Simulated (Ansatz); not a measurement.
Molecule: NS, charge 0, multiplicity 2. 
Geometry from a B3LYP-D3(BJ)/def2-TZVP (Ansatz, a first-principles code) optimisation:
```
N
S 1 1.4918
```
Charge 0, spin multiplicity 2.

Quantity: vertical electron affinity (to the triplet state of charge -1; a negative value means that the extra electron is unbound and the number depends on the basis; each state is the SCF solution reached for its spin; the UHF <S^2> is 0.99 for the doublet (pure: 0.75); for the doublet T1 is 0.063), in eV. Correlated levels leave the core frozen unless marked. UHF or UKS for open shells. Spin-orbit coupling is left out. No relativistic terms. Anions need diffuse functions: aug- sets have them; def2-D sets add few. Basis-set limits of correlation are two-point, X^-3; Hartree-Fock from the larger set.

```csv
level,program,vertical electron affinity (eV)
wB97X-V/def2-TZVPD,Ansatz,1.13
wB97X/def2-TZVPD,Ansatz,1.20
CCSD/aug-cc-pV(D+d)Z,Ansatz,[?]
CCSD/aug-cc-pV(Q+d)Z,Ansatz,1.10
"CCSD(T)/CBS(aug-cc-pV(T+d)Z,aug-cc-pV(Q+d)Z)",Ansatz,[?]
```

Task: Fill in the missing entries.

Result: 
- CCSD/aug-cc-pV(D+d)Z, vertical electron affinity (eV): 0.88
- CCSD(T)/CBS(aug-cc-pV(T+d)Z,aug-cc-pV(Q+d)Z), vertical electron affinity (eV): 1.07
